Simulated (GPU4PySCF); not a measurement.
PVDF trimer (C7H10F6), SMILES CC(F)(F)CC(F)(F)CC(C)(F)F.

Coordinates come from a ωB97M-D3(BJ)/def2-TZVP optimisation. Other conformers were not sampled.

Computed with TDA-PBE/def2-SVPD (GPU4PySCF).

Vertical excitations. Gas-phase values at a fixed geometry.

Computed lowest excited states:
```tsv
state	energy (eV)	λ (nm)	f	main pairs
S1	7.59	163	0.002	HOMO→LUMO 100 %
S2	8.01	155	0.030	HOMO−1→LUMO 100 %
S3	8.23	151	0.002	HOMO−2→LUMO 99 %
S4	8.32	149	0.004	HOMO→LUMO+1 100 %
S5	8.44	147	0.009	HOMO→LUMO+2 99 %
S6	8.62	144	0.015	HOMO→LUMO+3 100 %
S7	8.74	142	0.003	HOMO−1→LUMO+1 99 %
S8	8.79	141	0.001	HOMO−3→LUMO 99 %
S9	8.81	141	0.002	HOMO−4→LUMO 100 %
S10	8.88	140	0.000	HOMO−1→LUMO+2 97 %
S11	8.97	138	0.005	HOMO−2→LUMO+1 92 %
S12	9.00	138	0.034	HOMO→LUMO+4 79 %
T1	7.49	165	0	HOMO→LUMO 100 %
T2	7.93	156	0	HOMO−1→LUMO 99 %
T3	8.12	153	0	HOMO−2→LUMO 99 %
T4	8.24	150	0	HOMO→LUMO+1 99 %
```
Triplets are in the Tamm–Dancoff approximation.
